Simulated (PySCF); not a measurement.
Calculation: ωB97X-D3(BJ)/def2-TZVP // PBE0-D3(BJ)/def2-SVP in PySCF 2.14.0. Gas-phase values, no solvent. One relaxed conformer stands for a flexible species; it need not be the lowest. Delta-SCF ions had no search for a lower state. Excitations are Tamm–Dancoff values on a coarser integration grid. The basis has no diffuse functions, so Rydberg states are missing or too high.

Reference species (SMILES): `Bc1cc(S)co1` (neutral, multiplicity 1).

```yaml
vertical ionisation energy (Delta-SCF): 9.17 eV
S1 oscillator strength: 0.432
vertical electron affinity (Delta-SCF): 0.36 eV
S1–T1 gap (TDA): 1.90 eV
```

After one change: the vertical ionisation energy (Delta-SCF) falls by 0.67 eV; the S1 oscillator strength falls by 0.390; the vertical electron affinity (Delta-SCF) falls by 0.28 eV; the S1–T1 gap (TDA) decreases by 0.82 eV.

Name the change that produced these shifts. The new species is one of these.
(A) `Bc1ccc(S)o1`
(B) `Bc1occc1S`
(C) `Bc1cocc1S`
(D) `Bc1coc(S)c1`

C, `Bc1cocc1S`
